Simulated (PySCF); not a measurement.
From one molecule to another.

First species: CH7ClGeSi.
Atom-mapped SMILES: `[SiH3:1][C@H:2]([Cl:3])[GeH3:4]` (hydrogens: H5, H6, H7 on Si1; H8 on C2; H9, H10, H11 on Ge4)

Second species: C6H8BNO2.
Z-matrix (Å and degrees, PBE0-D3(BJ)/def2-SVP geometry), rows numbered from 1:
```
C 
C   1  1.4303
C   2  1.3702  1  107.24
N   3  1.3825  2  108.57  1    -0.04
B   4  1.4366  3  125.88  2   179.57
O   5  1.3625  4  123.00  3     0.19
C   6  1.4173  5  107.62  4  -178.98
C   7  1.5467  6  105.20  5    -1.53
O   5  1.3625  4  122.68  3  -179.68
C   1  1.3702  2  107.23  3     0.02
H   1  1.0886  2  126.88  3   179.99
H   2  1.0884  1  126.87  3   179.98
H   3  1.0874  2  131.20  1   179.91
H   7  1.1018  6  109.39  5   119.39
H   7  1.1014  6  109.47  5  -122.57
H   8  1.1018  7  112.41  6  -117.30
H   8  1.1015  7  112.46  6   120.69
H  10  1.0875  1  131.19  2   179.98
```

Levels: CAM-B3LYP/def2-SVPD for dipole moment, HOMO energy, LUMO energy, HOMO–LUMO gap, static isotropic polarisability and electronic spatial extent ⟨r²⟩ about the centre of nuclear charge; TDDFT CAM-B3LYP/def2-SVPD for lowest singlet excitation; TDA CAM-B3LYP/def2-SVPD for lowest triplet excitation (Tamm–Dancoff); ΔSCF CAM-B3LYP/def2-SVPD for vertical ionisation energy; PBE0-D3(BJ)/def2-SVP for rotational constant A and rotational constant C. Geometries: PBE0-D3(BJ)/def2-SVP. Each species is one conformer at its optimised geometry, gas phase, non-relativistic unless stated. Electronic properties by PySCF.

The conformers computed, where there is a choice (atom-mapped SMILES and torsion angles):
- `[cH:1]1[cH:2][cH:3][n:4]([B:5]2[O:6][CH2:7][CH2:8][O:9]2)[cH:10]1`: C3–N4–B5–O6 0°

Values for the first species:

```
Dipole moment                                                     : 1.59 D
HOMO energy                                                       : -9.33 eV
LUMO energy                                                       : 0.66 eV
HOMO–LUMO gap                                                     : 9.99 eV
Lowest singlet excitation                                         : 6.36 eV
Lowest triplet excitation (Tamm–Dancoff)                          : 5.69 eV
Static isotropic polarisability                                   : 85.8 au
Vertical ionisation energy                                        : 10.12 eV
Electronic spatial extent ⟨r²⟩ about the centre of nuclear charge : 979 bohr²
Rotational constant A                                             : 3.013 GHz
Rotational constant C                                             : 1.138 GHz
```

**Question.** Estimate the same properties for the second species, and the change in each.

**Answer.** 
| property | first | second | second less first |
| --- | --- | --- | --- |
| dipole moment | 1.59 D | 3.21 D | +1.62 D |
| HOMO energy | -9.33 eV | -7.42 eV | +1.91 eV |
| LUMO energy | 0.66 eV | 0.79 eV | +0.13 eV |
| HOMO–LUMO gap | 9.99 eV | 8.21 eV | -1.78 eV |
| lowest singlet excitation | 6.36 eV | 5.83 eV | -0.53 eV |
| lowest triplet excitation (Tamm–Dancoff) | 5.69 eV | 3.89 eV | -1.80 eV |
| static isotropic polarisability | 85.8 au | 92.5 au | +6.7 au |
| vertical ionisation energy | 10.12 eV | 8.15 eV | -1.97 eV |
| electronic spatial extent ⟨r²⟩ about the centre of nuclear charge | 979 bohr² | 1569 bohr² | +590 bohr² |
| rotational constant A | 3.013 GHz | 4.196 GHz | +1.183 GHz |
| rotational constant C | 1.138 GHz | 0.710 GHz | -0.428 GHz |

On the first: In atomic units the dipole is 0.63 e·bohr (1 au = 2.5417 D). S1 lies 3.63 eV below the HOMO–LUMO gap; its leading configuration is HOMO→LUMO, weight 0.62. Relativistic effects, spin–orbit coupling among them, are left out although an element past zinc is present.

On the second: The vertical singlet–triplet gap S1 − T1 is 1.94 eV (TDDFT singlet less Tamm–Dancoff triplet; S1: HOMO→LUMO+1, weight 0.97; T1: HOMO→LUMO+1, weight 0.90). S1 lies 2.38 eV below the HOMO–LUMO gap; its leading configuration is HOMO→LUMO+1, weight 0.97.
